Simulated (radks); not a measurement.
The numbers below are computed, except where a source is named.
Initial-state core-level shifts of the titanium ion Ti+ when its valence configuration changes from [Ar] 3d2 4s1. Level of theory: non-relativistic Kohn-Sham, r2SCAN, spin-unpolarised, spherical densities, point nucleus; meta-GGA in the generalised Kohn-Sham scheme (a radial shooting solver on a logarithmic mesh with Libxc functionals). Shifts are changes of the shell-averaged eigenvalues in eV (positive: less bound); the change of the density at the nucleus, which sets a Mossbauer isomer shift, is in e/bohr^3, on a base of 7135.

3d2 4p1: 1s -1.256; 2s -1.206; 3s -1.230; 3p -1.221; density at nucleus -3.2783
3d2 4s0.5 4p0.5: 1s -0.638; 2s -0.615; 3s -0.624; 3p -0.620; density at nucleus -1.6375
3d1 4s1 4p1: 1s -7.316; 2s -8.231; 3s -6.973; 3p -6.685; density at nucleus +2.0863
3d2.5 4s0.5: 1s +2.466; 2s +2.833; 3s +2.463; 3p +2.351; density at nucleus -2.2462
4s1 4p2: 1s -15.800; 2s -17.903; 3s -14.562; 3p -13.948; density at nucleus +4.9999
3d3: 1s +4.573; 2s +5.251; 3s +4.626; 3p +4.419; density at nucleus -4.1767
3d1 4s2: 1s -6.058; 2s -7.001; 3s -5.758; 3p -5.485; density at nucleus +6.0159
3d1.5 4s1 4p0.5: 1s -3.492; 2s -3.913; 3s -3.382; 3p -3.246; density at nucleus +0.9219
4s2 4p1: 1s -14.610; 2s -16.722; 3s -13.438; 3p -12.839; density at nucleus +9.5499
